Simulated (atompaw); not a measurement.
# Pseudopotential generation for Sn (Z = 50): PAW (atompaw), PBEsol, scalar-relativistic.

Input for atompaw 4.2.0.5:

```
Sn 50
GGA-PBESOL scalarrelativistic loggrid 1500 logderivrange -3 5 201
5 5 4 0 0 0
5 0 1
5 1 3
0 0 0
c
c
c
c
v
c
c
c
v
c
c
2
2.20 1.75 1.80 1.75
y
-0.1
n
y
0.65
n
y
-0.15
y
0.9
n
custom rrkj gramschmidtortho besselshape
3 0 troulliermartins
2.15
2.20
2.20
2.20
2.20
2.20
PWSCFOUT
UPFDX 0.0125d0 UPFXMIN -7.d0 UPFZMESH 50.d0
END
```

Command:

```bash
atompaw < Sn.input > Sn.log
```

Resulting log (summary file):

```
Completed calculations for Sn (AE)

 Exchange-correlation type: GGA, Perdew-Burke-Ernzerhof modified (PBEsol)

 Radial integration grid is logarithmic
 r0 =   1.7396511E-04 h =   8.6982553E-03   n =      1500 rmax =   8.0000000E+01

 Scalar relativistic calculation

 AEatom converged in  30 iterations
   nz     =  50.00
   delta  =       1.407741943243E-15

 All Electron Orbital energies:
  n  l      occupancy      energy
  1  0      2.0000000E+00 -2.1315015E+03
  2  0      2.0000000E+00 -3.2189326E+02
  3  0      2.0000000E+00 -6.2190137E+01
  4  0      2.0000000E+00 -9.9439609E+00
  5  0      1.0000000E+00 -8.4259161E-01
  2  1      6.0000000E+00 -2.8902416E+02
  3  1      6.0000000E+00 -5.1450867E+01
  4  1      6.0000000E+00 -6.6963373E+00
  5  1      3.0000000E+00 -3.1870282E-01
  3  2      1.0000000E+01 -3.4906658E+01
  4  2      1.0000000E+01 -2.0045263E+00

 Total energy
   Total                    :   -12348.39046707608941

 ---
 Completed calculations for Sn (SC)

 Exchange-correlation type: GGA, Perdew-Burke-Ernzerhof modified (PBEsol)

 Radial integration grid is logarithmic
 r0 =   1.7396511E-04 h =   8.6982553E-03   n =      1500 rmax =   8.0000000E+01

 Scalar relativistic calculation

 SCatom converged in   3 iterations
   nz     =  50.00
   delta  =       1.383924835317E-17

 Valence Electron Orbital energies:
  n  l      occupancy      energy
   5  0      1.0000000E+00 -8.4259161E-01
   5  1      3.0000000E+00 -3.1870282E-01

 Total energy
   Total                    :   -12348.39046707464513
   Valence                  :     -327.58268600409241

 PAW parameters:
       lmax =            2
         rc =    2.2024500578370318
        irc =         1087
   rc_shape =    1.7566274021336687
    rc_vloc =    1.8030740945321695
    rc_core =    1.7566274021336687
   Vloc: Norm-conserving Troullier-Martins with l= 3;e=   0.0000E+00
   Projector type: RRKJ pseudization + Gram-Schmidt ortho.
   Bessel compensation charge shape zeroed at   1.7566E+00

 Number of basis functions     6
 No.   n  nodes  l      Energy         Cp coeff         Occ
  1    5    4    0   -0.8425916E+00  0.1000000E+01  0.1000000E+01
  2  999    5    0   -0.1000000E+00  0.1003223E-02  0.0000000E+00
  3    5    3    1   -0.3187028E+00  0.1000000E+01  0.3000000E+01
  4  999    4    1    0.6500000E+00  0.5534597E-02  0.0000000E+00
  5  999    2    2   -0.1500000E+00  0.1000000E+01  0.0000000E+00
  6  999    3    2    0.9000000E+00  0.1397398E+00  0.0000000E+00

 Eigenvalues of overlap operator (in the basis of projectors):
    1        1.39957419E-01
    2        1.49602715E-01
    3        3.97970515E-01
    4        6.74856687E+00
    5        2.37145812E+01
    6        3.39931354E+02

 Orbital leakage outside PAW augmentation regions
   orb  is_core?  %out_of_sphere
   1 0    T           0.00
   2 0    T           0.00
   3 0    T           0.00
   4 0    T           0.03
   5 0    F          52.51
   2 1    T          -0.00
   3 1    T           0.00
   4 1    T           0.16
   5 1    F          77.06
   3 2    T           0.00
   4 2    T           2.65

 Summary of PAW energies
   Total valence energy     :   -327.58268612681320
   Smooth energy            :     21.39137323298301
   One center               :   -348.97405935979623
   Smooth kinetic           :      2.34603977476284
   Vloc energy              :     -1.26695953997877
   Smooth exch-corr         :    -10.79828554433277
   One-center xc            :   -313.05399869959535
```

Note: ghost states, extra bound levels that the all-electron valence spectrum of the same l lacks: s at -750.4 eV, p at -38.5 eV, d at -27.3 eV. A true bound ghost makes a file unfit for plane-wave use.

The run took about 2.9 s on one core of a shared server CPU.
